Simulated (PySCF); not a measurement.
# Electron correlation in Tb²⁺ (terbium, charge +2)

Starting occupation: [Xe] 4f9, 4f5/2 with m_j = -5/2, -3/2, -1/2, +1/2, +3/2, +5/2, 4f7/2 with m_j = +3/2, +5/2, +7/2. Calculation: PySCF 2.14, in x2c-SVPall-2c (7s10p9d3f1g, 112 functions); X2C-1e with screened-nucleus spin-orbit coupling, Gaussian nucleus. Frozen: [Ar] 3d10; 35 electrons correlated; the 16 highest virtual spinors left out.

MP2 pair energies summed by pair of shells (mhartree):

```json
{"pair": "4f-4f", "energy": "-145.94", "share (%)": "16.0"}
{"pair": "4d-4f", "energy": "-124.57", "share (%)": "13.7"}
{"pair": "4d-4d", "energy": "-122.90", "share (%)": "13.5"}
{"pair": "4f-5p", "energy": "-120.45", "share (%)": "13.2"}
{"pair": "5p-5p", "energy": "-117.11", "share (%)": "12.8"}
{"pair": "4d-5p", "energy": "-71.02", "share (%)": "7.8"}
{"pair": "4d-4p", "energy": "-67.81", "share (%)": "7.4"}
{"pair": "4f-4p", "energy": "-35.66", "share (%)": "3.9"}
{"pair": "5p-5s", "energy": "-28.41", "share (%)": "3.1"}
{"pair": "4p-4p", "energy": "-18.13", "share (%)": "2.0"}
{"pair": "4d-5s", "energy": "-13.53", "share (%)": "1.5"}
{"pair": "4f-5s", "energy": "-11.42", "share (%)": "1.3"}
{"pair": "4p-5p", "energy": "-9.28", "share (%)": "1.0"}
{"pair": "4d-4s", "energy": "-6.22", "share (%)": "0.7"}
{"pair": "5s-5s", "energy": "-5.32", "share (%)": "0.6"}
{"pair": "4p-4s", "energy": "-4.32", "share (%)": "0.5"}
{"pair": "4p-5s", "energy": "-3.97", "share (%)": "0.4"}
{"pair": "4f-4s", "energy": "-3.60", "share (%)": "0.4"}
{"pair": "4s-4s", "energy": "-1.11", "share (%)": "0.1"}
{"pair": "4s-5p", "energy": "-0.99", "share (%)": "0.1"}
{"pair": "4s-5s", "energy": "-0.48", "share (%)": "0.1"}
```

Total MP2 correlation energy: -912.22 mhartree.

The GHF reference relaxed away from the jj start to a determinant that is no pure jj level (⟨S²⟩ = 8.63, ⟨J²⟩ = 63.77); the energies belong to that determinant.

This basis was not built for core-valence correlation, so the inner-shell part is incomplete.
